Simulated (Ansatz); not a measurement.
Total energies of Cl₂HHfIO, SMILES `[OH][Hf]([Cl])([Cl])[I]`.

| atom | x (Å) | y (Å) | z (Å) |
| --- | --- | --- | --- |
| O1 | -0.719 | 1.296 | 0.208 |
| Hf2 | 0.224 | -0.315 | 0.000 |
| Cl3 | 2.469 | 0.163 | -0.419 |
| Cl4 | 0.045 | -1.563 | 1.963 |
| I5 | -0.831 | -1.699 | -2.076 |
| H6 | -1.187 | 2.118 | 0.324 |

Charge 0, multiplicity 1. Correlated methods include outer-core shells of Hf, I, which these sets cover unevenly. Hf, I takes the def2 core potential. The structure was optimised at the PBE0-D4/def2-TZVP level. It is one conformer, not always the lowest. Basis def2-TZVPP, the Gaussian-basis code of Ansatz.

RPA on PBE orbitals: Hartree–Fock energy of these orbitals -1338.90327 Eh, correlation -2.04363 Eh (frozen core).

| functional | energy without D4 (Eh) | D4 term (kJ/mol) |
| --- | --- | --- |
| revPBE | -1342.22485 | -38.1 |
| PBE0 | -1341.95130 | -17.9 |

(1) Give the same for LDA (SPW92), PBE, BLYP, r2SCAN, B97M-V, B3LYP, r2SCANh, r2SCAN0, HSE06 (plane-wave form), BHLYP, CAM-B3LYP, LC-ωPBE, ωB97X-V, ωB97M-V, B2PLYP, PBE-QIDH. (Best estimate.)

B3LYP takes the VWN-RPA correlation (the form of Gaussian; ORCA's B3LYP/G). HSE06 is the plane-wave form, built on full-range PBE exchange. The double hybrids freeze the cores in their second-order part.

## Answers

(1) Computed: 
```json
{"functional": "LDA (SPW92)", "energy without D4 (Eh)": "-1338.29903", "D4 term (kJ/mol)": "–"}
{"functional": "PBE", "energy without D4 (Eh)": "-1341.88576", "D4 term (kJ/mol)": "-20.0"}
{"functional": "BLYP", "energy without D4 (Eh)": "-1342.23882", "D4 term (kJ/mol)": "-39.4"}
{"functional": "r2SCAN", "energy without D4 (Eh)": "-1342.38204", "D4 term (kJ/mol)": "-4.9"}
{"functional": "B97M-V", "energy without D4 (Eh)": "-1342.06788", "D4 term (kJ/mol)": "–"}
{"functional": "B3LYP", "energy without D4 (Eh)": "-1342.47318", "D4 term (kJ/mol)": "-32.5"}
{"functional": "r2SCANh", "energy without D4 (Eh)": "-1342.34589", "D4 term (kJ/mol)": "-5.5"}
{"functional": "r2SCAN0", "energy without D4 (Eh)": "-1342.29326", "D4 term (kJ/mol)": "-6.2"}
{"functional": "HSE06 (plane-wave form)", "energy without D4 (Eh)": "-1341.93005", "D4 term (kJ/mol)": "-17.3"}
{"functional": "BHLYP", "energy without D4 (Eh)": "-1342.14686", "D4 term (kJ/mol)": "-33.5"}
{"functional": "CAM-B3LYP", "energy without D4 (Eh)": "-1342.29824", "D4 term (kJ/mol)": "-19.3"}
{"functional": "LC-ωPBE", "energy without D4 (Eh)": "-1342.08890", "D4 term (kJ/mol)": "–"}
{"functional": "ωB97X-V", "energy without D4 (Eh)": "-1342.13401", "D4 term (kJ/mol)": "–"}
{"functional": "ωB97M-V", "energy without D4 (Eh)": "-1342.17437", "D4 term (kJ/mol)": "–"}
{"functional": "B2PLYP", "energy without D4 (Eh)": "-1341.76170", "D4 term (kJ/mol)": "–"}
{"functional": "PBE-QIDH", "energy without D4 (Eh)": "-1341.54804", "D4 term (kJ/mol)": "–"}
```

LC-ωPBE has ω = 0.4 bohr⁻¹.
